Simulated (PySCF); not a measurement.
A GIAO shielding run with PySCF 2.14 (density fitting, non-relativistic, gas phase) on `CC#C[Si@H](CC)N[SiH3]`, C$_{5}$H$_{13}$NSi$_{2}$:

```
{"job": {"kind": "nmr", "xc": "PBE0", "basis": "pcSseg-1"}, "charge": 0, "multiplicity": 1}
C      3.422805    -1.001286     0.757613
C      2.041672    -0.600471     0.604546
C      0.890410    -0.263875     0.482952
Si    -0.870882     0.254364     0.243760
C     -1.716147    -1.003545    -0.903957
C     -1.601051    -2.424723    -0.371827
N     -0.973426     1.812817    -0.513603
Si    -0.378938     3.314552     0.100310
H      4.080165    -0.221308     0.373860
H      3.608493    -1.923557     0.207185
H      3.648992    -1.167595     1.810608
H     -1.525409     0.350359     1.554568
H     -2.770902    -0.752281    -1.026226
H     -1.269453    -0.963206    -1.899376
H     -2.060761    -3.139574    -1.053197
H     -2.091668    -2.512117     0.594807
H     -0.556017    -2.697446    -0.243468
H     -1.183247     1.802473    -1.497923
H     -0.973397     3.511876     1.421142
H      1.083082     3.310503     0.217838
H     -0.813241     4.330982    -0.860083
```

Hardware: 1 thread of an Arm Neoverse V1, shared host. The job also computes population analyses, field gradients.

**Question.** How large is the calculation?

**Answer.** 78 electrons, 215 basis functions and 1155 auxiliary functions.

**Question.** How long does it take?

**Answer.** 40 s of wall time, with 14 SCF cycles and 5 response iterations. Times on a shared host scatter by some tens of per cent.
